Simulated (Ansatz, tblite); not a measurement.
Removing and adding an electron: Ga₆As₆H₁₈, a cluster cut from wurtzite GaAs (hydrogen-capped). Total charge 0; singlet. Geometry: PBE-D4/def2-SVP. Ansatz, gas phase; energy differences of separate SCF runs; the oxidised species was run as a doublet alone; the reduced species was run as a doublet alone.

```xyz
30

As    1.684    0.377    2.346
Ga    2.124   -1.573    0.820
Ga   -1.717   -1.771    2.187
As   -0.095   -2.519    0.415
As    2.611   -0.251   -1.263
Ga   -0.625   -2.509   -2.045
Ga   -0.183    2.002    1.902
As   -2.091    0.573    1.352
As    0.624    2.824   -0.333
Ga    0.891    1.269   -2.291
Ga   -2.958    1.100   -0.950
As   -1.162   -0.062   -2.275
H     1.475   -0.182    3.746
H     2.983    1.133    2.618
H     3.377   -2.407    1.287
H    -0.907   -1.661    3.547
H    -3.058   -2.584    2.016
H     0.208   -3.980    0.748
H     3.939    0.489   -1.115
H     3.046   -1.238   -2.336
H     0.736   -2.762   -2.820
H    -1.947   -3.337   -2.280
H    -0.216    3.159    2.972
H    -3.120    1.174    2.309
H     1.888    3.664   -0.156
H    -0.308    3.946   -0.768
H     1.457    2.018   -3.557
H    -4.318    0.329   -1.164
H    -2.770    2.659   -1.177
H    -1.570    0.120   -3.737
```

The xTB rows come from tblite. Single mean-field runs in def2-TZVP are fitted with def2-universal-jkfit.

| level | −HOMO (eV) | vertical IE (eV) | −LUMO (eV) | vertical EA (eV) | HOMO–LUMO gap (eV) | IE − EA (eV) | remarks |
| --- | --- | --- | --- | --- | --- | --- | --- |
| GFN1-xTB | 10.68 | 12.30 | 6.66 | 5.06 | 4.02 | 7.25 | – |
| HF/def2-TZVP | 9.36 | 8.00 | -1.47 | -0.80 | 10.83 | 8.80 | HOMO above zero (-1 doublet) |
| PBE-D4/def2-TZVP | 6.12 | – | 2.24 | 0.67 | 3.88 | – | HOMO above zero (-1 doublet) |

Estimate the rows for GFN2-xTB, PBE0-D4/def2-TZVP.


```csv
level,−HOMO (eV),vertical IE (eV),−LUMO (eV),vertical EA (eV),HOMO–LUMO gap (eV),IE − EA (eV),remarks
GFN2-xTB,10.54,12.19,6.97,5.27,3.57,6.91,–
PBE0-D4/def2-TZVP,7.11,8.38,1.51,0.48,5.60,7.90,HOMO above zero (-1 doublet)
```

Run but left out: PBE-D4/def2-TZVP (charge +1 doublet: an occupied level 0.07 eV above an empty one).   A HOMO above zero means that the electron is unbound at that level or that self-interaction error raises the level; the energy of removing that electron tells which. Raw xTB energy differences between charge states are shifted by several eV; the methods need an empirical correction for them. Sets without diffuse functions give affinities that are too small. A negative affinity means that the extra electron isn't bound; its size then hangs on the basis.
